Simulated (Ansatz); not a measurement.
The cluster Li2Al2⁺ (the lowest doublet isomer of a short search). Charge 1, multiplicity 2. Geometry PBE-D4/def2-TZVP, basis def2-TZVP, Ansatz.

```xyz
4

Al    0.7774    1.3744    0.5351
Al   -1.0241   -0.1361    1.3093
Li   -0.9433    0.2730   -1.6641
Li    1.1901   -1.5113   -0.1803
```

```
run  HOMO (eV)  LUMO (eV)
  A      -9.81      -5.88
  B      -8.31      -7.58
  C      -8.76      -7.03
  D      -9.02      -6.57
  E      -8.36      -7.25
  F      -8.58      -7.20
```

B3LYP takes the VWN-RPA correlation. HSE06 is defined as in plane-wave codes, on full-range PBE exchange. Another isomer (doublet) lies 0.10 eV lower at PBE0-D4/def2-TZVP.

HOMO and LUMO are taken over both spins.

The runs used B3LYP, CAM-B3LYP, HSE06, PBE, r2SCAN, r2SCAN0. Estimate which is which.

A CAM-B3LYP (range-separated); B PBE (0 % exact exchange); C B3LYP (20 % exact exchange); D r2SCAN0 (25 % exact exchange); E r2SCAN (0 % exact exchange); F HSE06 (range-separated). Exact exchange lowers occupied and raises empty levels; among semilocal functionals meta-GGAs tend to open the gap a little, and such runs are hard to tell apart. The gap grows from 0.73 eV (PBE) to 3.93 eV (CAM-B3LYP). At r2SCAN0-D4/def2-TZVP, r2SCAN-D4/def2-TZVP the charge 1 doublet is spin-contaminated (final ⟨S²⟩ up to 1.00, 0.75 for a pure state).
